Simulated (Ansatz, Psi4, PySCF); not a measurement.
BiF3, singlet, at a GFN2-xTB geometry (such geometries of metal compounds can be far from the true shape) (core potentials on Bi). Base run: PySCF with B3LYP/def2-SVPD.

PySCF was given this input:
```python
from pyscf import gto, scf, dft

mol = gto.M(
    atom='''
Bi    0.002834   -0.004030    0.273107
F    -1.352636   -1.009807   -0.840693
F    -0.221867    1.687162   -0.812624
F     1.548371   -0.640186   -0.865338
''',
    basis='def2-svpd',
    ecp={'Bi': 'def2-svpd'},
    charge=0,
    spin=0,
    verbose=4,
)

mf = dft.RKS(mol)
mf.xc = 'b3lyp'
mf.kernel()
```

The same geometry, method and basis name were run in Ansatz (a program for electronic structure) and Psi4 and PySCF, at each program's defaults and at the settings that a row names. The base is PySCF at its defaults. Differences at the defaults can come from grids, fitting, cores and function types together.

```
code and settings                                                                             ΔE vs base (mEh)  basis functions      E (Eh)  SCF cycles  dipole (D)
--------------------------------------------------------------------------------------------  ----------------  ---------------  ----------  ----------  ----------
PySCF, defaults (exact integrals, its default grid, spherical functions)                                 0.000              101  -514.10256           9        5.81
Psi4, defaults (density fitting with its default set, its default grid, spherical functions)        (withheld)              101  (withheld)           8        5.81
Ansatz, defaults (factorised integrals, its default grid, spherical functions)                           0.029              101  -514.10253           -           -
PySCF, density fitting with def2-universal-jkfit                                                         0.015              101  -514.10254           9        5.81
PySCF, fine grid                                                                                        -0.004              101  -514.10256           9        5.81
Psi4, exact integrals, spherical functions, fine grid                                                   -0.009              101  -514.10257          11        5.81
Ansatz, high accuracy                                                                                    0.009              101  -514.10255           -           -
```

Complete the blanks.


- Psi4, defaults (density fitting with its default set, its default grid, spherical functions), ΔE vs base (mEh): -0.062
- Psi4, defaults (density fitting with its default set, its default grid, spherical functions), E (Eh): -514.10262
